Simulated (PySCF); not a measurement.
# Excitation energy of Mo by level of theory

Mo [Kr] 4d5 5s1 (7S) → Mo [Kr] 4d6 (5D), as a difference of total energies. All numbers are calculated (PySCF 2.14, a scalar-relativistic core potential, in cc-pVTZ-PP with ECP28MDF). The calculations carry no spin-orbit coupling.

```
 method  excitation energy (cm⁻¹)
    LDA                     25071
    PBE                     24950
   PBE0                     26164
 r2SCAN                     29629
 B2PLYP                     23968
 PBEsol                     25657
 revPBE                     24693
r2SCAN0                     29382
```
